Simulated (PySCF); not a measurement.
**Working out the ionisation energy of Pt**

Pt [Xe] 4f14 5d9 6s1 (3D) → Pt⁺ [Xe] 4f14 5d9 (2D). Calculation: PySCF 2.14, in aug-cc-pwCVDZ-PP with ECP60MDF (6s6p5d3f, 70 functions); a scalar-relativistic core potential. Frozen: 5s2 5p6. Energies in hartree (1 hartree = 27.21139 eV):

```tsv
part	Pt (lower)	Pt⁺ (upper)
UHF	-118.513223	-118.235082
CCSD correlation	-0.277486	-0.235838
(T)	-0.009406	-0.007190
```

**Question.** What does Hartree-Fock give?

**Answer.** (-118.235082) − (-118.513223) = 0.278141 hartree = 7.569 eV.

**Question.** What do CCSD and CCSD(T) give?

**Answer.** The CCSD correlation energies differ by 0.041648 hartree = 1.133 eV and the triples by 0.002216 hartree = 0.060 eV, so CCSD gives 8.702 eV and CCSD(T) 8.762 eV.

Reference: 8.959 eV (measured; NIST Atomic Spectra Database, ionization energies), between the lowest levels; spin-orbit coupling is absent from the calculation.

A double-zeta basis recovers only part of the correlation energy.

What remains against the reference includes basis incompleteness, the frozen core and higher excitations.
